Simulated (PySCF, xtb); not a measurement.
Mg(iPr)(OH) (C3H8MgO), SMILES C[CH](C)[Mg][OH]. Other conformers were not sampled.

Harmonic wavenumbers (cm⁻¹) from GFN2-xTB (xtb) at its own minimum, in rising order: 28, 73, 167, 210, 239, 265, 370, 377, 404, 444, 719, 933, 944, 958, 987, 1141, 1154, 1184, 1316, 1401, 1416, 1481, 1484, 1493, 1503, 2912, 2920, 2937, 2980, 2986, 2992, 3001, 3737.

What does r2SCAN-D4/def2-SVP in PySCF give at its own minimum? (An estimate is asked for; the answer gives what the named calculation found.)

73, 90, 173, 178, 221, 231, 255, 273, 358, 455, 819, 890, 905, 947, 979, 1087, 1156, 1189, 1316, 1373, 1390, 1451, 1467, 1473, 1482, 2966, 2967, 2982, 3049, 3050, 3089, 3090, 4051. Paired by order, the mean absolute difference is 49 cm⁻¹ and the zero-point energies are 64.6 and 65.0 kcal/mol.
